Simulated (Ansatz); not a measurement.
Job for Ansatz (a quantum-chemistry and plane-wave program): R-CCSD(T)/cc-pVDZ on C2H4 (SMILES C=C).

Ansatz 0.2 input:
```yaml
crystal:
  periodic: [false, false, false]
  atoms:
    - {symbol: C, position_ang: [-0.66112664, -0.03924660, -0.00466731]}
    - {symbol: C, position_ang: [0.66112664, 0.03924660, 0.00466731]}
    - {symbol: H, position_ang: [-1.28478287, 0.83544969, 0.13534147]}
    - {symbol: H, position_ang: [-1.17489083, -0.98146548, -0.15269761]}
    - {symbol: H, position_ang: [1.28478287, -0.83544969, -0.13534147]}
    - {symbol: H, position_ang: [1.17489083, 0.98146548, 0.15269762]}
basis:
  gaussian:
    orbitals: cc-pVDZ
magnetization: {spin_polarized: false}
correlation: {method: ccsd_t, electrons: outside_noble_gas}
scf: {lower_state_search: off}
```

Task: What total energy does the run end on?

Result: -78.3543 hartree (reference determinant -78.0401, T1 diagnostic 0.010).
